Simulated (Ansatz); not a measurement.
Two members of one family (Series CrX2), computed with Ansatz in the gas phase; def2 core potentials for I, no spin–orbit coupling. The two geometries come from different levels. HOMO and LUMO are taken over both spins. Binding counts from free atoms in the multiplicity of their measured ground term, without zero-point energy. Singlets are spin-restricted. The structures are stationary points that may keep the symmetry of their start. Remarks come from the PBE and PBE0 runs and from stability tests at other levels; not every state was tested. HOMO above LUMO (over both spins in singlets and doublets, within one spin in higher multiplets; at PBE or PBE0), or a gap under 0.15 eV within one spin, warns that the state may not be the lowest or that an electron is smeared out.

First: CrI2 (quintet, charge 0, PBE0-D4/def2-TZVP geometry).

Cartesian coordinates in Å:
```
Cr 0.000 0.000 0.000
I -0.248 -1.884 -1.678
I 0.248 1.884 1.678
```

```json
{"level": "revPBE-D4/def2-TZVP", "HOMO (eV)": "-5.53", "LUMO (eV)": "-5.50", "gap (eV)": "0.03", "binding per atom (eV)": "1.83"}
{"level": "r2SCAN-D4/def2-TZVP", "HOMO (eV)": "-6.00", "LUMO (eV)": "-5.64", "gap (eV)": "0.36", "binding per atom (eV)": "1.84"}
{"level": "B97M-V/def2-TZVP", "HOMO (eV)": "-5.99", "LUMO (eV)": "-5.50", "gap (eV)": "0.49", "binding per atom (eV)": "1.70"}
{"level": "PBE0-D4/def2-SVP", "HOMO (eV)": "-7.15", "LUMO (eV)": "-4.89", "gap (eV)": "2.26", "binding per atom (eV)": "1.80"}
{"level": "PBE0-D4/def2-TZVP", "HOMO (eV)": "-7.20", "LUMO (eV)": "-4.76", "gap (eV)": "2.44", "binding per atom (eV)": "1.80"}
```

Metal–donor distances: 2 × I 2.54 Å. Remarks: near-degenerate levels, HOMO above LUMO, gap within one spin near zero, spin-contaminated (⟨S²⟩ up to 6.20), HOMO above LUMO (singlet), restricted SCF unstable in HF (singlet), spin-contaminated (⟨S²⟩ up to 3.04) (triplet).

Second: CrBr2 (quintet, charge 0, PBE-D4/def2-TZVP geometry).

```csv
atom,x (Å),y (Å),z (Å)
Cr1,0.000,0.000,0.000
Br2,-0.431,1.655,-1.577
Br3,0.431,-1.655,1.577
```

**Question.** Estimate how these quantities change from the first to the second (second minus first).

**Answer.** 
```tsv
level	Δ HOMO (eV)	Δ LUMO (eV)	Δ gap (eV)	Δ binding per atom (eV)
revPBE-D4/def2-TZVP	-0.16	-0.14	0.02	0.36
r2SCAN-D4/def2-TZVP	-0.23	-0.10	0.12	0.40
B97M-V/def2-TZVP	-0.31	-0.18	0.13	0.41
PBE0-D4/def2-SVP	-0.38	0.15	0.53	0.36
PBE0-D4/def2-TZVP	-0.43	0.12	0.55	0.38
```

Metal–donor distances: 2 × Br 2.33 Å. Remarks: near-degenerate levels, gap within one spin near zero, spin-contaminated (⟨S²⟩ up to 6.12), HOMO above LUMO (singlet), restricted SCF unstable in HF (singlet), spin-contaminated (⟨S²⟩ up to 3.01) (triplet).
